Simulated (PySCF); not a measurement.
FH₆NOSi₂, SMILES O[Si@H](F)N[SiH3]. Geometry optimised at PBE-D3(BJ)/def2-SVP. The structure was generated by enumeration; whether it is a known compound was not checked. Other conformers were not sampled.

Computed equilibrium geometry at PBE-D3(BJ)/def2-SVP (PySCF confirms it by a frequency run) as Cartesian coordinates in Å (one conformer of several):
```xyz
11

O     -1.8628    -0.7169     1.1535
Si    -0.4073     0.0279     0.8279
F     -0.6916     1.5760     1.2601
N      0.0108    -0.1240    -0.8468
Si     1.6049    -0.3386    -1.5618
H     -1.9507    -1.6117     0.7834
H      0.7513    -0.4592     1.6311
H     -0.7497     0.0829    -1.5056
H      1.5852    -1.4518    -2.5760
H      2.1062     0.9012    -2.2557
H      2.5416    -0.6927    -0.4435
```
